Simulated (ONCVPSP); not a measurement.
## Configuration tests for manganese (Mn) (ONCV)

| Property | Result |
| --- | --- |
| Element | manganese (Mn) |
| Generator | ONCVPSP 4.0.1 |
| Type | optimised norm-conserving Vanderbilt (ONCV) |
| Functional | LDA (Perdew-Zunger) |
| Relativity | scalar-relativistic |
| Frozen core | [Ar] |
| Valence charge | 7 |
| Reference configuration | 3d5.5 4s1.5 |
| Partial waves | 4s: rc 2.55 bohr, ncon 5, nbas 8, qcut 3.1 1/bohr, 3 projectors, debl 2 Ha; p scattering state at 0.12 Ha: rc 2.10 bohr, ncon 3, nbas 6, qcut 3.2 1/bohr, 2 projectors, debl 1.1 Ha; 3d: rc 1.50 bohr, ncon 5, nbas 10, qcut 12.1 1/bohr, 3 projectors, debl 2.9 Ha |
| Local potential | polynomial inside 1.45 bohr (lpopt 3, dvloc0 2 Ha) |
| Core correction | Teter function, fcfact 5.25, rcfact 1.7 |

Energies are relative to the spin-unpolarised reference configuration 3d5.5 4s1.5; without spin polarisation the order of configurations can differ from experiment.

```tsv
valence configuration	charge	ΔE all-electron (eV)	error AE − PS (meV)
3d5 4s2	0	0.505	-38
3d5 4s1	+1	9.159	-44
```

(1) What are ΔE and the potential's error for 3d5 4s0 4p2?

(2) What are ΔE and the potential's error for 3d5 4s0?

Note: no bound ghost flagged; GHOST(+) flagged for s at 128.4 eV, s at 133.2 eV.

## Answers

(1) ΔE = 8.586 eV all-electron; the error (AE − PS) is -64 meV.

(2) ΔE = 25.036 eV all-electron; the error (AE − PS) is -272 meV.
